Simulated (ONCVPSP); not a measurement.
How hard is this chlorine ONCV potential?

| Quantity | Value |
| --- | --- |
| Element | chlorine |
| Generator | ONCVPSP 4.0.1 |
| Type | optimised norm-conserving Vanderbilt (ONCV) |
| Functional | PBEsol |
| Relativity | scalar-relativistic |
| Frozen core | [Ne] |
| Valence charge | 7 |
| Reference configuration | 3s2 3p3 (charge +2) |
| Partial waves | 3s: rc 1.00 bohr, ncon 4, nbas 8, qcut 7.7 1/bohr, 2 projectors, debl 0.5 Ha; 3p: rc 1.25 bohr, ncon 4, nbas 8, qcut 7.5 1/bohr, 3 projectors, debl 0.3 Ha |
| Local potential | polynomial inside 0.95 bohr (lpopt 1, dvloc0 0 Ha) |
| Core correction | Teter function, fcfact 1.75, rcfact 1.7 |

In the s channel the program set the typed energies aside and used -1.647, 0.250 Ha. In the p channel the program set the typed energies aside and used -1.162, 0.250, 0.550 Ha.

For each optimised wave give the share of its norm inside rc, the residual kinetic energy above qcut (Ha) and the cutoffs (Ha) for errors of 10, 1, 0.1 and 0.01 mHa per electron.

```
         wave  norm inside rc  residual KE  10 mHa  1 mHa  0.1 mHa  0.01 mHa
           3s           0.186      3.4e-03    18.5  102.7    176.0     247.4
s projector 2           0.029      2.0e-04    10.5   16.2    127.8     235.6
           3p           0.306      1.1e-05     5.8   15.2     21.2      32.8
p projector 2           0.088      4.9e-04     6.0   11.6    109.8     171.8
p projector 3           0.057      3.5e-04     5.8    8.9     67.2     195.4
```

The occupied waves need 103 Ha and 176 Ha for 1 and 0.1 mHa. Note: ghosts flagged at negative energy: s at -261.3 eV, p at -176.3 eV; GHOST(+) flags only above 600 eV. A true bound ghost makes a file unfit for plane-wave use.
